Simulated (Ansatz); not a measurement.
SbH2Et (C2H7Sb), relaxed as a singlet with RKS PBE0-D4/def2-SVP in Ansatz, starting from the GFN2-xTB geometry. Force threshold 0.02 eV/Å.

In the def2 sets Sb takes a core potential; there is no spin–orbit coupling.

Start:

```xyz
10

Sb   -1.882    0.278   -0.111
H    -2.524   -1.223    0.364
H    -1.761    0.696    1.533
C     0.141   -0.524   -0.142
C     1.181    0.561   -0.334
H     0.194   -1.246   -0.955
H     0.309   -1.054    0.793
H     2.184    0.137   -0.342
H     1.029    1.084   -1.277
H     1.129    1.292    0.472
```

(1) Estimate the energy that the relaxation releases and the steps that it takes.

(2) Does the start keep its bonding and symmetry?

(3) Predict the relaxed structure.

Answers

(1) 3.6 kJ/mol, in 8 steps; 21 s on 2 threads of Arm Neoverse V1 on a shared host. The force fell under the threshold at step 5, but the optimiser went on. No frequencies were taken in this run, so the end may be a saddle point.

(2) By distances, no bond broke or formed. The bond that changes most is Sb1–H3, from 1.70 to 1.72 Å (atoms count from 1).

(3) 
```xyz
10

Sb   -1.902    0.210   -0.137
H    -2.559   -1.260    0.464
H    -1.755    0.839    1.457
C     0.153   -0.548   -0.164
C     1.178    0.564   -0.314
H     0.207   -1.255   -1.006
H     0.311   -1.124    0.759
H     2.202    0.158   -0.363
H     1.018    1.153   -1.231
H     1.147    1.265    0.536
```
Bond lengths: 1 × C–C 1.52 Å; 1 × C–Sb 2.19 Å; 5 × C–H 1.10 Å; 2 × H–Sb 1.72 Å.
